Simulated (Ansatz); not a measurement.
Abridged output of a molecular run in Ansatz:

```
Functional definition: HF
1708 factors; integrals over basis functions are off by at most 1.2e-3 eV
mean field evaluation 1: about -44873.0303 eV, gradient 5.0e1 eV
mean field evaluation 2: about -44873.4271 eV, gradient 5.1e1 eV
mean field evaluation 4: about -44878.3982 eV, gradient 3.6e0 eV
mean field evaluation 8: about -44878.4775 eV, gradient 2.8e-1 eV
mean field -44878.47783720 eV, -1649.2536407922 hartree, gradient 6.2e-6 eV, S^2 0.000000; 0 other end points of the search recorded, 0 dependent functions left out
22 core orbitals not correlated: weight in the atoms' cores, before any rotation towards them, 1.000 or more for the frozen orbitals, at most 0.000 for the correlated occupied ones
reference -44878.47783720 eV, -1649.2536407922 hartree; 19, 19 occupied and 245, 245 virtual orbitals, 1708 factors
second order -29.68319894 eV of doubles, -0.00000000 eV of singles
cycle   1  -30.37667785 eV  change   -6.9e-1 eV  update   1.1e-1
cycle   2  -31.03529335 eV  change   -6.6e-1 eV  update   3.3e-2
cycle   3  -31.18729884 eV  change   -1.5e-1 eV  update   1.7e-2
cycle   4  -31.17092594 eV  change    1.6e-2 eV  update   3.8e-3
cycle   5  -31.16823519 eV  change    2.7e-3 eV  update   1.8e-3
cycle   6  -31.16909856 eV  change   -8.6e-4 eV  update   5.5e-4
cycle   7  -31.16885276 eV  change    2.5e-4 eV  update   2.1e-4
cycle   8  -31.16878851 eV  change    6.4e-5 eV  update   6.8e-5
cycle   9  -31.16881973 eV  change   -3.1e-5 eV  update   2.7e-5
perturbative correction -1.23131386 eV, -0.0452499496 hartree
Total energy: -44910.87797079 eV, -1650.4443237400 hartree
```

Its atoms:

```xyz
10

O    -2.054   -1.053    0.228
Si   -1.156    0.232   -0.246
Cl   -0.715    0.111   -2.271
Si    0.990    0.337    0.701
O     1.975   -0.710   -0.085
Cl    1.605    2.290    0.470
H    -1.677   -1.931    0.152
H    -2.015    1.416   -0.040
H     1.100   -0.007    2.135
H     1.947   -0.686   -1.045
```

Problem. Which basis set was used?
A. def2-SVPD
B. def2-SVP
C. def2-TZVPPD
D. def2-TZVPP

Solution. D. It gives 286 functions.

Problem. Write the keys of the input that set method, charge and spin (a neutral closed shell needs none for the last two).

Solution. 
```yaml
correlation: {method: ccsd_t}
```
